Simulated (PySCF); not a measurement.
## A small calculation by hand: refractive index and permittivity of the vapour

disulfane (H₂S₂), SMILES SS.

The structure is a stationary point at PBE0-D3(BJ)/def2-TZVP.

r2SCAN/def2-TZVPD in PySCF gives a mean static polarisability of 44.6 bohr³ and a dipole moment of 1.16 D. Take an ideal gas at 298.15 K and 0.1 bar, whether or not the substance is that volatile.

### Question
Work out n − 1 in the optical limit and the static ε − 1.

### Answer

Polarisability volume α' = 44.6 × 0.148185 = 6.61 Å³. Number density N = p/kT = 2.43e-6 Å⁻³.
Dilute limit of Lorentz–Lorenz: n − 1 = 2π N α' = 0.00010.
Orientation term of Debye: μ²/(3kT) = 8.098 Å³ × μ²(D²) = 10.90 Å³.
ε − 1 = 4π N (α' + μ²/3kT) = 0.00053. Orientation of the dipole supplies 62 % of the static response; it can't follow optical fields. Vibrational polarisation and dispersion are left out.
